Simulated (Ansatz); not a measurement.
Consider the formal exchange of groups at the Se–Ga bond: `[CH3][Ga]([F])[SeH]` + `N[SiH2][SiH3]` → `N[SiH]([SiH3])[SeH]` + `[CH3][GaH][F]`.

Calculated with Ansatz (gas phase, PBE0-D4/def2-TZVP geometries, no zero-point term in ΔE). CCSD(T)/CBS adds triple-zeta CCSD(T) − MP2 to the extrapolated MP2 energy (def2 sets, frozen cores). This one scheme is used for every species. Functionals use def2-TZVPP. For Ga, Se outer-core shells are correlated without core-valence functions, which leaves a few kJ/mol of doubt a bond. Scalar relativity is left out up to krypton. Each species was taken in one conformer, which may not be the lowest.

```csv
level,ΔE (kJ/mol)
r2SCAN-D4,40.3
MP2/def2-QZVPP,39.1
```

Question: What does CCSD(T)/CBS give? (An estimate is asked.)

Answer: Computed: +40.0 kJ/mol. The listed levels differ from it by 0.3, -0.9 kJ/mol.

Largest T1 diagnostic among the species: 0.013.

Leaving LDA and LC-ωPBE aside and taking each functional with its dispersion term where it has one, the values, not all of them listed here, spread over 10.5 kJ/mol, from B97M-V to B2PLYP. LDA lies −4.9 kJ/mol from PBE without D4. At CCSD(T), def2-SVP lies +13.6 kJ/mol from the extrapolated value and def2-TZVPP +4.1 kJ/mol. In def2-TZVPP, CCSD(T) changes the Hartree–Fock value by −5.6 kJ/mol (the triples alone add −0.6 kJ/mol) and MP2 by −7.8 kJ/mol.
